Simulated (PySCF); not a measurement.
Ligand exchange on a metal centre used in film growth or etching (Ti Cl-H). Gas-phase values, no solvent. All members: neutral, multiplicity 1. Level: B3LYP-D3(BJ)/def2-TZVP // r2SCAN-D4/def2-SVP (PySCF), beside PBE-D3(BJ)/def2-TZVP // r2SCAN-D4/def2-SVP (PySCF) at the same geometries. B3LYP has the VWN-RPA correlation part, as in Gaussian.  Orbital energies are measured against the vacuum level.

| species | LUMO, PBE (eV) | LUMO, B3LYP-D3(BJ) (eV) |
|---|---|---|
| [Ti(Cl)4] | -4.58 | -3.99 |
| [Ti(Cl)2(H)2] | -4.54 | withheld |
| [Ti(Cl)3(H)] | -4.49 | -3.75 |
| [Ti(Cl)(H)3] | -4.35 | -3.40 |
| [Ti(H)4] | -4.29 | -3.21 |

Question: Fit y = a + b·x, y being the LUMO at the first level, to the 4 complete rows by least squares, with x = the PBE value in eV. Give a, b and the rms residual, and predict the withheld value.

Answer: Means of the 4 rows: x̄ = -4.4275, ȳ = -3.5875 eV. Σ(x − x̄)² = 0.052075 and Σ(x − x̄)(y − ȳ) = 0.13798, so b = 2.650 and a = ȳ − b·x̄ = 8.145 eV. The rms residual is 0.011 eV. At x = -4.54 the line gives -3.89 eV. The run for [Ti(Cl)2(H)2] gave -3.67 eV, so the line is off by 0.22 eV, more than twice the rms residual.

Codes: PySCF.
